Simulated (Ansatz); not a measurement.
`CC(Cl)B(F)F` + H–F → `FB(F)F` + `CCCl` at 298.15 K and 1 bar (ligand exchange at a B–C bond).

Computed with Ansatz on PBE0-D4/def2-TZVP structures; ΔE is electronic, products minus reactants. CBS: MP2 limit from def2 TZ/QZ plus the TZ coupled-cluster correction, frozen cores. This one scheme is used for every species. One conformer a species, not always the lowest.

```
      species  CCSD(T)/CBS energy (Eh)  H − E (kJ/mol)  S (J/(mol·K))
`CC(Cl)B(F)F`               -762.80575           195.3          350.1
          H–F               -100.39570            33.5          173.6
     `FB(F)F`               -324.35731            44.6          254.6
       `CCCl`               -538.89655           188.1          274.6
```

H − E and S are ideal-gas, rigid-rotor, harmonic terms from PBE0-D4/def2-TZVP, for one conformer and one mirror image of each species. 1 Eh = 2625.50 kJ/mol, R = 8.31446 J/(mol·K).

By hand: ΔE, ΔH, ΔS and ΔG.

ΔE = (-324.35731) + (-538.89655) − (-762.80575) − (-100.39570) = -0.05241 Eh = -137.6 kJ/mol. Δ(H − E) = 44.6 + 188.1 − 195.3 − 33.5 = 3.9, so ΔH = -133.7 kJ/mol. ΔS = 254.6 + 274.6 − 350.1 − 173.6 = 5.5 J/(mol·K). ΔG = -133.7 − 298.15 × (5.5)/1000 = -135.3 kJ/mol.

By hand: the equilibrium constant, and the temperature at which ΔG would vanish if ΔH and ΔS stayed fixed.

log₁₀ K = −ΔG/(RT ln 10) = 23.7. ΔH and −TΔS have one sign here, so there is no such temperature. One of them is within its doubt of zero, so this could turn.

The number of gas molecules stays the same, so ΔS is small and ΔH decides. A doubt of 5 kJ/mol in ΔE shifts log₁₀ K by 0.9 here. Other conformers and mirror images would add mixing entropy, several J/(mol·K) or more a flexible species. Modes under 60 cm⁻¹, often nearly free rotors, make the harmonic entropy too high. These are equilibria of isolated gas molecules and say nothing of rates. Largest T1 diagnostic: 0.012 (customary marks: 0.02 for closed shells, 0.045 for open ones).
